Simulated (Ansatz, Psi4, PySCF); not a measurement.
C$_{4}$H$_{7}$ (SMILES [CH-]=C(C)C), charge -1, singlet, at a GFN2-xTB geometry (in this run its highest filled SCF level lies above zero, so its values depend strongly on the basis, on diffuse functions most of all). Base run: PySCF with CAMB3LYP/6-31G*.

Geometry (Å):
```xyz
11

C     -0.0171     0.1377     1.5671
C     -0.0026     0.0159     0.2387
H     -0.0194    -0.9003     2.0555
C      0.0033     1.2537    -0.6401
H     -0.0058     2.1526    -0.0233
H      0.8933     1.2929    -1.2878
H     -0.8729     1.2880    -1.3066
C      0.0103    -1.2540    -0.6384
H      0.0062    -2.1528    -0.0158
H     -0.8673    -1.3025    -1.3026
H      0.9022    -1.2975    -1.2838
```
Charge -1, spin multiplicity 1.
All else is at PySCF's defaults.

The same geometry, method and basis name were run in Ansatz (a first-principles code) and Psi4 and PySCF, at each program's defaults and at the settings that a row names. The base is PySCF at its defaults. Differences at the defaults can come from grids, fitting, cores and function types together.

```csv
code and settings,ΔE vs base (µEh),basis functions,E (Eh),SCF cycles
"PySCF, defaults (exact integrals, its default grid, spherical functions)",0.0,70,-156.42200,10
"Psi4, defaults (density fitting with its default set, its default grid, Cartesian functions)",-3771,74,-156.42578,9
"Ansatz, defaults (factorised integrals, its default grid, Cartesian functions)",-3723,74,-156.42573,-
"PySCF, density fitting with def2-universal-jkfit",-52.2,70,-156.42206,10
"PySCF, fine grid",1.4,70,-156.42200,10
"Psi4, exact integrals, spherical functions, fine grid",1.2,70,-156.42200,12
"Ansatz, high accuracy, Cartesian functions as the basis file defines them",-3723,74,-156.42573,-
```
